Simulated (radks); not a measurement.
The numbers below are computed, except where a source is named.
Valence configurations of neutral thulium (all share [Xe]). Level of theory: Dirac Kohn-Sham, PBE, spin-unpolarised, spherical densities, finite nucleus; open shells are shared between the two j in proportion to 2j + 1; Fermi nuclear charge, rms radius 5.2256 fm (a radial shooting solver on a logarithmic mesh with Libxc functionals). Order these by energy: 4f13 6p2; 4f12 5d2 6p1; 4f12.5 6s2 6p0.5; 4f12 6s2 6p1; 4f12.5 5d0.5 6s2; 4f13 5d2; 4f13 6s2; 4f11.5 6s2 6p1.5.

Answer. From the lowest, in eV above it: 4f13 6s2 0.000; 4f12.5 5d0.5 6s2 1.771; 4f12.5 6s2 6p0.5 1.950; 4f13 6p2 5.871; 4f12 6s2 6p1 6.044; 4f13 5d2 6.205; 4f12 5d2 6p1 10.496; 4f11.5 6s2 6p1.5 12.498. NIST lists [Xe] 4f13 6s2 as the ground configuration; this level of theory agrees among the configurations tried. The energies are those of spherical spin-averaged densities, not of single terms. No valid solution was reached for [Xe] 4f14 6s1; [Xe] 4f14 6p1.
